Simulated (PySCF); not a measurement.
Se(SH)(SiH3), H₄SSeSi, SMILES [SiH3][Se]S, CAM-B3LYP/def2-SVP optimised geometry.

```
7

Se    -1.30    -0.40     0.00
S     -1.52     1.83     0.00
H     -1.55     1.99    -1.34
Si     1.00    -0.40     0.00
H      1.52     0.31     1.20
H      1.51     0.25    -1.23
H      1.40    -1.83     0.03
```

Density from CAM-B3LYP/def2-TZVP (PySCF) at that geometry.

Minimum of the electron density along straight lines between bonded atoms, close to the bond critical point (lines longer than 1.1 times the sum of covalent radii, or with two minima, are not listed):

```tsv
bond	length / Å	ρ at the minimum / e bohr⁻³	∇²ρ there / e bohr⁻⁵	position (fraction from the first atom)
Se1–S2	2.235	0.115	-0.05	0.49
S2–H3	1.351	0.215	-0.62	0.65
Se1–Si4	2.294	0.092	-0.03	0.65
Si4–H5	1.484	0.124	0.13	0.49
Si4–H6	1.486	0.123	0.13	0.49
Si4–H7	1.489	0.122	0.14	0.49
```
